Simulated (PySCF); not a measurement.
Two-component Hartree-Fock for Sc (scandium, neutral)

Start: [Ar] 3d1 4s1 4p1; 3d5/2 filled at m_j = +5/2; 4s1/2 filled at m_j = +1/2; 4p3/2 filled at m_j = +3/2. Calculated with PySCF 2.14 in x2c-TZVPall-2c: generalised Hartree-Fock with the X2C-1e Hamiltonian and a Gaussian nucleus; one run each with spin-orbit coupling (SO) switched off, then screened by Boettger's factors. This is a chosen level, not necessarily the ground level.

```tsv
spinor shell	electrons	ε, spin-free (eV)	ε, screened SO (eV)	weight of nominal j (screened SO)	rms radius, screened SO (bohr)
1s1/2	2	-4540.3	-4540.3	1.000	0.0844
2s1/2	2	-525.03	-525.04	1.000	0.370
2p1/2	2	-427.71	-430.85	0.998	0.338
3s1/2	2	-71.407	-71.419	1.000	1.15
3p3/2	4	-43.799	-44.088	0.863	1.27
3p1/2	2	-43.799	-43.260	0.726	1.26
3d5/2	1	-10.000	-9.995	1.000	2.05
4s1/2	1	-7.726	-7.729	0.996	4.02
4p3/2	1	-4.571	-4.562	1.000	4.73
```

**Question.** Where does 2p3/2 lie, and what is the 2p spin-orbit splitting (screened SO)?

**Answer.** At -426.19 eV, 4.666 eV above 2p1/2.

| quantity | spin-free | screened SO |
| --- | --- | --- |
| E (hartree) | -763.23532 | -763.23930 |
| M_J | 9/2 | 9/2 |
| ⟨J²⟩ | 24.777 | 24.777 |
| ⟨L²⟩ | 12.026 | 12.027 |
| ⟨S²⟩ | 3.751 | 3.751 |

Each row is a mean over spinors that exchange with the open shell spreads, by up to 4.333 eV (3p3/2).

Rows whose weight is well below 1 are mixtures of j = l ± 1/2: exchange outweighs spin-orbit coupling there, and the label is only the starting occupation.

Without spin-orbit coupling the j labels of p, d and f shells carry no meaning; the spin-free column gives the mean over the occupied spinors of each nl shell.
